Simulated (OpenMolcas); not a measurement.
# Multiconfigurational calculation on neutral tantalum

Input:

```
&GATEWAY
Coord
1

Ta 0.0 0.0 0.0
Basis=ANO-R3
Group=XYZ
NoMove
AngMom=0.0 0.0 0.0
AMFI
&SEWARD
&RASSCF
FileOrb=start.orb
Symmetry=1
Spin=4
nActEl=5 0 0
Inactive=15 19
Ras2=6 0
CIRoot=50 50 1
SDav=84
CIMx=300
Iter=120 100
PrWF=0.3
OrbListing=Nothing
MaxOrb=0
Atom
>>> COPY $Project.JobIph JOB001
&RASSCF
FileOrb=start.orb
Symmetry=1
Spin=6
nActEl=5 0 0
Inactive=15 19
Ras2=6 0
CIRoot=6 6 1
SDav=6
CIMx=300
Iter=120 100
PrWF=0.3
OrbListing=Nothing
MaxOrb=0
Atom
CIOnly
>>> COPY $Project.JobIph JOB002
&RASSCF
FileOrb=start.orb
Symmetry=1
Spin=2
nActEl=5 0 0
Inactive=15 19
Ras2=6 0
CIRoot=210 210 1
SDav=210
CIMx=300
Iter=120 100
PrWF=0.3
OrbListing=Nothing
MaxOrb=0
Atom
CIOnly
>>> COPY $Project.JobIph JOB003
&RASSI
NrOfJobIphs=3 50 6 98
1 2 3 4 5 6 7 8 9 10 11 12 13 14 15 16 17 18 19 20 21 22 23 24 25 26 27
28 29 30 31 32 33 34 35 36 37 38 39 40 41 42 43 44 45 46 47 48 49 50
1 2 3 4 5 6
1 2 3 4 5 6 7 8 9 10 11 12 13 14 15 16 17 18 19 20 21 22 23 24 25 26 27
28 29 30 31 32 33 34 35 36 37 38 39 40 41 42 43 44 45 46 47 48 49 50 51
52 53 54 55 56 57 58 59 60 61 62 63 64 65 66 67 68 69 70 71 72 73 74 75
76 77 78 79 80 81 82 83 84 85 86 87 88 89 90 91 92 93 94 95 96 97 98
IphNames
JOB001
JOB002
JOB003
EJob
SpinOrbit
DIPRint=1.0
SOCoupling=1000.0
Subsets=2
MEES
Property=10
'ANGMOM' 1 'ANGMOM' 2 'ANGMOM' 3 'MLTPL  1' 1 'MLTPL  1' 2 'MLTPL  1' 3
'AMFI' 1 'AMFI' 2 'AMFI' 3 'MLTPL  2' 6
SOProperty=3
'ANGMOM' 1 'ANGMOM' 2 'ANGMOM' 3
```

Launched by
```bash
OMP_NUM_THREADS=1 MOLCAS_MEM=1689 MOLCAS_PROJECT=a pymolcas a.inp > a.log  # once for each step of the input, in one work folder
```

A driver script runs the steps one by one and writes start.orb anew before each from the orbitals found so far, so a CI-only block uses the converged orbitals of the first block.

Output, cut to the results:

```
--- SEWARD ---
Basis set label: TA.ANO-R...9S7P6D4F3G2H.

      Electronic valence basis set:
      ------------------
      Associated Effective Charge  73.000000 au
      Associated Actual Charge     73.000000 au
      Nuclear Model: Finite nucleus - Gaussian distribution
        Gaussian exponent, Xi/bohr**(-2):  1.49593E+08

      Shell  nPrim  nBasis  Cartesian Spherical Contaminant
         s      25       9        X
         p      20       7        X
         d      15       6                 X
         f      10       4                 X
         g       4       3                 X
         h       3       2                 X
                  Relativistic X2C integrals
                  Atomic mean-field integrals
--- RASSCF ---
Wave function specifications:
      -----------------------------

      Number of closed shell electrons          68
      Number of electrons in active shells       5
      Max number of holes in RAS1 space          0
      Max nr of electrons in RAS3 space          0
      Number of inactive orbitals               34
      Number of active orbitals                  6
      Number of secondary orbitals              97
      Spin quantum number                      1.5
      State symmetry                             1
Orbital specifications:
      -----------------------

      Symmetry species                           1   2
                                                ag  au
      Frozen orbitals                            0   0
      Inactive orbitals                         15  19
      Active orbitals                            6   0
      RAS1 orbitals                              0   0
      RAS2 orbitals                              6   0
      RAS3 orbitals                              0   0
      Secondary orbitals                        45  52
      Deleted orbitals                           0   0
      Number of basis functions                 66  71
      Number of CSFs                            84
      Number of root(s) required                50
      Iter CI   SX   CI       RASSCF       Energy    max ROT     max BLB   max BLB  Level Ln srch  Step   QN
          iter iter root      energy       change     param      element    value   shift minimum  type update
 Nr of preliminary CI iterations:   1
      Total energies have been shifted. Add               -15000.00 au
        1   1   13    0  -600.10634205    0.00E+00   2.39E-03   21  22 1 -1.38E-03*  0.07   0.00    SX    NO
        2   1   12    0  -600.10634684   -4.79E-06*  1.29E-03   16  30 2  1.19E-03*  0.07   0.00    SX    NO
        3   1   13    0  -600.10634661    2.26E-07*  9.38E-04   16  37 2  1.92E-03*  0.07   0.00    SX    NO
        4   1   12    0  -600.10634485    1.76E-06*  9.26E-04   16  37 2 -2.60E-03*  0.07   0.00    SX    NO
        5   1   12    0  -600.10634196    2.89E-06*  6.92E-04   16  37 2  3.29E-03*  0.07   0.45    SX   YES
        6   1   12    0  -600.10634827   -6.30E-06*  2.20E-04   16  37 2 -1.84E-03*  0.07   0.65    QN   YES
        7   1    7    0  -600.10635095   -2.69E-06*  1.53E-05   16  37 2  1.16E-05   0.07   1.00    QN   YES
        8   1    7    0  -600.10635096   -3.58E-10  -4.77E-06   16  37 2 -7.03E-06   0.07   0.68    QN   YES
      Convergence after  8 iterations
        9   1    7    0  -600.10635096   -1.11E-10  -4.77E-06   15  23 1  1.21E-06   0.07   0.68    QN   YES
      Natural orbitals and occupation numbers for root  1
      sym 1:   0.980562   0.980158   0.071137   1.001466   0.070984   1.895694
      Natural orbitals and occupation numbers for root  2
      sym 1:   0.073704   0.978686   0.977793   0.074245   0.999731   1.895840
      Natural orbitals and occupation numbers for root  3
      sym 1:   0.232918   0.998783   0.819941   0.817522   0.228475   1.902360
::    RASSCF root number  1 Total energy: -15600.17528184
::    RASSCF root number  2 Total energy: -15600.17528184
::    RASSCF root number  3 Total energy: -15600.17528184
::    RASSCF root number  4 Total energy: -15600.17528184
::    RASSCF root number  5 Total energy: -15600.17528184
::    RASSCF root number  6 Total energy: -15600.17528184
::    RASSCF root number  7 Total energy: -15600.17528184
::    RASSCF root number  8 Total energy: -15600.16040717
::    RASSCF root number  9 Total energy: -15600.16040717
::    RASSCF root number 10 Total energy: -15600.16040717
::    RASSCF root number 11 Total energy: -15600.10160974
::    RASSCF root number 12 Total energy: -15600.10160974
...
--- RASSI ---
SPIN-FREE ENERGIES:
  (Shifted by EMIN (a.u.) =     -15600.1752818441)

 SF State       Relative EMIN(au)   Rel lowest level(eV)    D:o, cm**(-1)      L_eff

     1             0.0000000000        0.0000000000              0.0000         3.0
     2             0.0000000000        0.0000000000              0.0000         3.0
     3             0.0000000000        0.0000000000              0.0000         3.0
     4             0.0000000000        0.0000000000              0.0000         3.0
     5             0.0000000000        0.0000000000              0.0000         3.0
     6             0.0000000000        0.0000000000              0.0000         3.0
     7             0.0000000000        0.0000000000              0.0000         3.0
    51             0.0049287251        0.1341174413           1081.7301         2.0
    52             0.0049287251        0.1341174413           1081.7301         2.0
    53             0.0049287251        0.1341174413           1081.7301         2.0
    54             0.0049287251        0.1341174413           1081.7301         2.0
    55             0.0049287251        0.1341174413           1081.7301         2.0
     8             0.0148746733        0.4047604792           3264.6134         1.0
     9             0.0148746733        0.4047604792           3264.6134         1.0
    10             0.0148746733        0.4047604792           3264.6134         1.0
    57             0.0365298240        0.9940271502           8017.3697         4.0
    58             0.0365298240        0.9940271502           8017.3697         4.0
    59             0.0365298240        0.9940271502           8017.3697         4.0
    60             0.0365298240        0.9940271502           8017.3697         4.0
    61             0.0365298240        0.9940271502           8017.3697         4.0
    62             0.0365298240        0.9940271502           8017.3697         4.0
...
```

Levels above the lowest, from the spin-orbit matrix, grouped by J:

| Configuration | Term | J | E (cm⁻¹) | Measured (cm⁻¹) | g | Term weight % | Second |
| --- | --- | --- | --- | --- | --- | --- | --- |
| 5d³ 6s² | ⁴F | 3/2 | 0.0 | 0.0 | 0.436 | 92 | 7 ²D(1) |
| 5d⁴ 6s | ⁶D | 1/2 | 1375 |  | 3.186 | 79 | 18 5d³ 6s² ⁴P |
| 5d³ 6s² | ⁴F | 5/2 | 1742 | 2010 | 1.043 | 95 | 3 ²D(1) |
| 5d⁴ 6s | ⁶D | 3/2 | 2329 |  | 1.846 | 86 | 11 5d³ 6s² ⁴P |
| 5d³ 6s² | ⁴F | 7/2 | 3453 | 3964 | 1.267 | 86 | 11 5d⁴ 6s ⁶D |
| 5d⁴ 6s | ⁶D | 5/2 | 3594 |  | 1.645 | 95 | 3 5d³ 6s² ⁴P |
| 5d³ 6s² | ⁴F | 9/2 | 4767 | 5621 | 1.377 | 66 | 26 5d⁴ 6s ⁶D |
| 5d⁴ 6s | ⁶D | 7/2 | 4952 |  | 1.544 | 87 | 10 5d³ 6s² ⁴F |
| 5d³ 6s² | ⁴P | 1/2 | 5569 | 6049 | 2.697 | 77 | 18 5d⁴ 6s ⁶D |
| 5d³ 6s² | ⁴P | 3/2 | 5808 | 6069 | 1.669 | 75 | 11 5d⁴ 6s ⁶D |
| 5d⁴ 6s | ⁶D | 9/2 | 6519 |  | 1.479 | 70 | 23 5d³ 6s² ⁴F |
| 5d³ 6s² | ⁴P | 5/2 | 7928 | 9253 | 1.592 | 94 | 2 5d⁴ 6s ⁶D |
| 5d³ 6s² | ²G | 7/2 | 10742 |  | 0.909 | 93 | 4 ²F |
| 5d³ 6s² | ²D(1) | 3/2 | 11196 |  | 0.963 | 66 | 17 ²P |
| 5d³ 6s² | ²G | 9/2 | 11873 |  | 1.072 | 59 | 31 ²H |
| 5d³ 6s² | ²D(1) | 5/2 | 12956 |  | 1.202 | 94 | 3 ⁴F |
| 5d³ 6s² | ²P | 1/2 | 13403 |  | 0.754 | 92 | 5 ⁴P |
| 5d³ 6s² | ²H | 9/2 | 16582 |  | 0.976 | 68 | 30 ²G |
| 5d³ 6s² | ²H | 11/2 | 16797 |  | 1.091 | 100 |  |
| 5d³ 6s² | ²P | 3/2 | 17420 |  | 1.220 | 69 | 22 ²D(1) |
| 5d⁴ 6s | ⁴H | 7/2 | 17792 |  | 0.786 | 68 | 14 ⁴G |
| 5d³ 6s² | ²F | 5/2 | 18147 |  | 0.872 | 94 | 3 ²D(2) |
| 5d³ 6s² | ²F | 7/2 | 18278 |  | 1.105 | 84 | 7 5d⁴ 6s ⁴H |
| 5d⁴ 6s | ⁴H | 9/2 | 18343 |  | 1.031 | 72 | 21 ⁴G |

Against the 6 measured excited levels shown (NIST Handbook of Basic Atomic Spectroscopic Data) the mean absolute deviation is 620 cm-1; the largest miss in energy is 5d³ 6s² ⁴P_5/2: computed 7928, measured 9253 cm⁻¹ (-14.3 %).

Without dynamic correlation excited terms often stand tens of per cent too high (terms of higher spin than the ground term too low), and those without a measured partner can miss by more than the paired ones. Terms from blocks run as CI alone lack orbitals of their own. Configurations are named by rounded mean occupations; where the s occupation lies near a half they are strongly mixed, a name can repeat and a true partner stay unpaired. A single d shell beside an s shell can misplace configurations of different d count against each other. Measured partners are found by configuration, term and J. A level has none where our copy of the source lacks it or the pairing is in doubt (some pairs that miss far off the trend of their configuration count as doubtful), and it then counts in no deviation. Levels of configurations outside the active space are missing. The first state left out of the spin-orbit step lies near 35000 cm-1 above the lowest spin-free state of the reference (among the parities and spins computed), and the list stops at four fifths of that energy or lower. The table shows the lowest 24 of 44 levels.

The term weight is that of the spin-free term in the level, not the purity of its configuration. A number in round brackets counts repeated terms of one configuration in the order of the reference energies.
